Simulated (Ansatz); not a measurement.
`C[SiH](C)[TeH]` + `C[SiH2][NH][GeH3]` → `C[SiH2][N]([GeH3])[SiH](C)C` + H₂Te  (ligand exchange at the Si–Te bond)

Computed with Ansatz on PBE0-D4/def2-TZVP structures; ΔE is electronic, products minus reactants. CCSD(T)/CBS adds triple-zeta CCSD(T) − MP2 to the extrapolated MP2 energy (def2 sets, frozen cores). DFT in def2-TZVPP. Elements past krypton have def2 core potentials. For Ge, Te outer-core shells are correlated without core-valence functions, which leaves a few kJ/mol of doubt a bond. Scalar relativity is left out up to krypton. Each species was taken in one conformer, which may not be the lowest.

(1) Is it downhill or uphill in electronic energy at CCSD(T)/CBS, and by how much? (Best estimate.)

(2) What do these levels give: BLYP-D4, BHLYP-D4, revPBE, CAM-B3LYP, HF/def2-TZVPP, HF/CBS(def2)? (Best estimate.)

Largest T1 diagnostic among the species: 0.011.

Results:

(1) Computed: Downhill: ΔE = -5.5 kJ/mol.

(2) Ansatz gave: BLYP-D4 -9.5, BHLYP-D4 -11.5, revPBE 19.7, CAM-B3LYP -2.1, HF/def2-TZVPP 1.1, HF/CBS(def2) 0.5 kJ/mol.

At CCSD(T), def2-SVP lies −7.4 kJ/mol from the extrapolated value and def2-TZVPP −7.8 kJ/mol. Leaving LDA and LC-ωPBE aside and taking each functional with its dispersion term where it has one, the values, not all of them listed here, spread over 15.4 kJ/mol, from B97M-V to PBE-D4. LDA lies −16.2 kJ/mol from PBE without D4. The D4 term adds −16.0 kJ/mol with B3LYP and −9.7 kJ/mol with PBE0; it sums over pairs of atoms, weighted by their polarisabilities, and B3LYP, whose exchange is more repulsive, gets the larger term.

B3LYP here is the variant with VWN-RPA as its local correlation; programs differ in this.
